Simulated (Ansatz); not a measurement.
```yaml
atoms:
  - { symbol: N, position_ang: [0.0250, -0.0126, -0.5075] }
  - { symbol: N, position_ang: [-0.0009, -0.0490, 0.5392] }
```

Basis set: cc-pVDZ (spherical functions). Left uncorrelated: 2 orbitals. Charge 0, multiplicity 1.

Computed with Ansatz (development build ahead of 0.2.0); each method stands on the lowest determinant of its kind that the runs found. Restricted open shells among the atoms or ions are ROHF, correlated in semicanonical orbitals with singles.

The atomization energy at this shape (free ground-state atoms in the same class of orbitals less the molecule, no zero-point energy) of singlet N2:

```
method  atomization energy
   RHF     110.02 kcal/mol
```

(1) What does RHF-MP2 give?

Results:

(1) 201.44 kcal/mol. Caution: the shape is not the minimum.
